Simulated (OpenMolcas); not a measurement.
# Co+: effect of the active space

```json
{
  "Program": "OpenMolcas 26.06",
  "Method": "SS-CASPT2, IPEA 0.25 Eh, imaginary shift 0.1 Eh",
  "Basis": "ANO-R3",
  "Scalar Hamiltonian": "X2C, finite nucleus",
  "Spin-orbit coupling": "RASSI with atomic mean-field integrals over the reference wave functions, term energies averaged over their components"
}
```

A. 8 electrons in 5 orbitals (3d); 2S+1 = 3 even, 10 roots; 2S+1 = 1 even, 15 roots; closed shells correlated: 3s 3p; CASPT2 step roughly 8 core-seconds
B. 8 electrons in 6 orbitals (3d 4s); 2S+1 = 3 even, 55 roots; 2S+1 = 5 even, 10 roots kept (CI in the orbitals of an earlier block); 2S+1 = 1 even, 33 roots kept (CI in the orbitals of an earlier block); closed shells correlated: 3s 3p; CASPT2 step about 50 core-seconds

Energies in cm⁻¹ above 3d⁸ ³F₄, the measured ground level; measured values from NIST Handbook of Basic Atomic Spectroscopic Data.

```
  Level      A      B  Measured
3d⁸ ³F₄    0.0    0.0       0.0
3d⁸ ³F₃    964   1030       950
3d⁸ ³F₂   1614   1736      1597
3d⁸ ¹D₂  10170  10980          
3d⁸ ³P₂  13440  13390          
3d⁸ ³P₁  13760  13650          
3d⁸ ³P₀  13950  13910
```

Deviations, from unrounded energies. A percentage is the sum of absolute deviations over the sum of measured energies, with the sign that they share, or ± where signs differ.

```
                  Against measurement  Levels     A     B
       mean absolute deviation (cm-1)       2    15   110
fine structure of the ground term (%)       2  +1.2  +8.6
```

A lies closest to measurement on these levels. The largest miss of A in the table is 3d⁸ ³F₂, by +17 cm-1. The ranking rests on the paired levels alone, and a cruder setting can come out closer through cancelling errors.

The spin-orbit steps hold different terms of 3d⁸ (B lacks ¹G, ¹S), which shifts levels as well.

The two smallest mean deviations differ by little beside CASPT2's spread within terms, so their order carries little weight.

Between A and B the level of the table that moves most is 3d⁸ ¹D₂, by 810 cm-1 (lowest in A, highest in B). Moves below CASPT2's spread within the term are not significant.

CASPT2 does not keep the components of a term degenerate, so their means are used; among the terms shown or strongly mixed into the levels shown the widest spread is 800 cm-1 (3d⁸ ³F, A). Over all roots computed the reference weight is 0.86 to 0.92 in B; the roots of lowest weight are the least certain, and an intruder state may touch them. Terms from blocks run as CI alone lack orbitals of their own (holds for B). Computed and measured levels are paired by configuration, term and J; levels that our copy of the source lacks, or whose pairing is in doubt (as where it misses far off the trend of its configuration), stay unpaired and out of the deviations. Levels of configurations outside the active space are missing. The table leaves out levels that lie high or whose names do not pair safely across all columns.
